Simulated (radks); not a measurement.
The numbers below are computed, except where a source is named.
Question: Coherent X-ray form factor from a spherical all-electron density. Level of theory: Dirac Kohn-Sham, PBEsol, spin-unpolarised, spherical densities, finite nucleus; Fermi nuclear charge, rms radius of each element as measured or else 0.836 A^(1/3) + 0.57 fm (a radial shooting solver on a logarithmic mesh with Libxc functionals).

sin(theta)/lambda (1/angstrom),f0 (electrons)
0.05,51.916
0.1,49.162
0.15,45.734
0.2,42.370
0.25,39.349
0.3,36.675
0.4,32.061
0.5,28.136
0.6,24.862
0.8,20.206
1,17.287
1.25,14.559
1.5,12.112
2,8.245

The species is in the configuration that NIST lists as its ground one. Which atom or ion scatters so?

Answer: Neutral iodine, [Kr] 4d10 5s2 5p5. Extrapolating in s^2 from the first two rows gives f0(0) = 52.8, near the electron count 53; among species with that count, the fall with angle is slower the higher Z, and the table is that of Z = 53; from so few rows the species is fixed only to a neighbour or two.
